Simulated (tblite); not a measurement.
Start geometry of `CO[C@@]1(C)C[C@@]1(F)C(=O)Cl` from a force field or distance geometry (Å):
```
atom  x, y, z in Å
C1    -1.578   -0.940    0.562
O2    -0.603   -0.023    0.927
C3    -0.071    0.528   -0.199
C4    -1.004    1.293   -1.113
C5     1.323    1.097   -0.210
C6     1.062   -0.262   -0.787
F7     1.067   -0.396   -2.171
C8     1.652   -1.377    0.019
O9     1.662   -1.284    1.242
Cl10   2.278   -2.787   -0.821
H11   -2.053   -1.432    1.445
H12   -2.375   -0.433   -0.037
H13   -1.070   -1.716   -0.019
H14   -1.720    0.661   -1.639
H15   -1.564    2.017   -0.442
H16   -0.435    1.959   -1.796
H17    1.561    1.869   -0.982
H18    1.857    1.235    0.744
```

Q: What comes out of this run: GFN2-xTB geometry optimisation, gas phase (tblite 0.8.0)?

A: 
```
atom  x, y, z in Å
C1    -1.5756   -0.9254    0.7194
O2    -0.6714    0.1476    0.9070
C3    -0.0674    0.6335   -0.2321
C4    -0.9712    1.2229   -1.2921
C5     1.3062    1.1789   -0.0329
C6     1.1737   -0.1416   -0.7602
F7     1.3502   -0.1127   -2.1119
C8     1.5764   -1.3808   -0.0939
O9     1.6886   -1.5507    1.0785
Cl10   1.8512   -2.7061   -1.2305
H11   -1.8129   -1.2856    1.7176
H12   -2.4918   -0.5961    0.2208
H13   -1.1156   -1.7346    0.1430
H14   -1.5694    0.4483   -1.7683
H15   -1.6362    1.9457   -0.8237
H16   -0.3841    1.7206   -2.0572
H17    1.6233    2.0241   -0.6229
H18    1.7173    1.1186    0.9631
```

The energy falls by 0.671 eV over 56 L-BFGS steps, the largest force on an atom goes from 2.63 to 0.009 eV/Å, and the atoms move by 0.308 Å rms after alignment. The bond that changes most is C3–C6 (sp3 carbon bound to oxygen to sp3 C–F carbon), which lengthens by 0.054 Å. Bonds longer at the end by more than 0.005 Å: 5 of 18; shorter: 10. Among the angles that change most is C4–C3–C5, from 112.0° to 120.1°. Among the dihedrals that turn most is C4–C3–C6–C8, from -158° to -140°. Rotational constants go from 1786, 877.4, 758.0 to 1648, 923.5, 781.6 MHz. The orientation of the end geometry is arbitrary; only internal coordinates are fixed.

Its GFN2-xTB frequencies are all real (lowest 49 cm⁻¹). One conformer, not necessarily the lowest.

All values are computed, not measured.
